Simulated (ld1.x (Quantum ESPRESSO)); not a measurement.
## What one change does to a pseudopotential (tin, TM)

Sn (Z = 50), norm-conserving Troullier–Martins (Kleinman–Bylander form), made with ld1.x (Quantum ESPRESSO) 7.5 (LDA (PZ), scalar-relativistic). Core [Kr], reference 4d10 5s1.75 5p2.25. Waves: 5s (bound): rc 1.45 bohr; 5p (bound): rc 1.95 bohr; 4d (bound): rc 1.60 bohr. Local part: the d channel. Core correction: Bessel-smoothed model core, default radius (core density twice the valence density).

All-electron outer shells of the reference configuration (LDA (PZ), scalar-relativistic, ld1.x):

```tsv
shell	level (eV)	outermost node (bohr)	outermost maximum (bohr)
4s	-134.04	0.40	0.74
4p	-89.95	0.41	0.79
4d	-26.27	0.39	0.88
5s	-11.04	0.98	1.99
5p	-4.03	1.09	2.52
```

Change: wave 4d (bound): rc 1.60 bohr becomes 4d (bound): rc 1.62 bohr.

Cutoffs: the cutoffs (Ry, on a coarse ladder) from which the occupation-weighted sum of valence levels, in a spherical-Bessel basis at the reference potential, stays within 10 and 1 mRy of its value at 400 Ry; they do not see the model core or the augmentation charge, which bear on the density cutoff. Errors are all-electron minus pseudo energies relative to the spin-unpolarised reference configuration.

Question: How do hardness, ghosts and transferability respond?

Answer: The potential gets neither clearly harder nor softer (90 Ry and 160 Ry → 90 Ry and 160 Ry); both files keep a bound ghost (p, s); the errors of the 9 common tests hardly move.

```csv
quantity,base,changed
"cutoff, loose",90 Ry,90 Ry
"cutoff, tight",160 Ry,160 Ry
bound ghosts,"s, p","s, p"
"error for 4d10 5s2 5p2, meV [ΔE -1.74 eV]",-0.3,-0.4
"error for 4d10 5s2 5p1, meV [ΔE 5.35 eV]",-3.9,-4.0
"error for 4d10 5s2 5p0, meV [ΔE 19.62 eV]",-14,-14
"error for 4d10 5s1 5p2, meV [ΔE 13.09 eV]",-4.9,-5.3
"error for 4d10 5s2 5p1.5, meV [ΔE 0.97 eV]",-1.6,-1.5
"error for 4d9 5s2 5p3, meV [ΔE 22.60 eV]",-219,-221
"error for 4d10 5s0 5p4, meV [ΔE 12.66 eV]",-25,-26
"error for 4d10 5s1.75 5p2.25 (spin-polarised), meV [ΔE -0.75 eV]",+2.1,+2.1
"error for 4d10 5s2 5p2 (spin-polarised), meV [ΔE -2.22 eV]",+0.9,+0.8
s: phases at 2.16 bohr within 0.05 rad from the reference energy up to (Ry; the scan ends near 5),4.8,4.9
p: phases at 2.16 bohr within 0.05 rad from the reference energy up to (Ry; the scan ends near 5),to the end of the scan,to the end of the scan
d: phases at 2.16 bohr within 0.05 rad from the reference energy up to (Ry; the scan ends near 5),2.0,1.8
```

 A true bound ghost makes a file unfit for plane-wave use even where its test errors are small: the radial tests pick states by their node count and pass the ghost by.
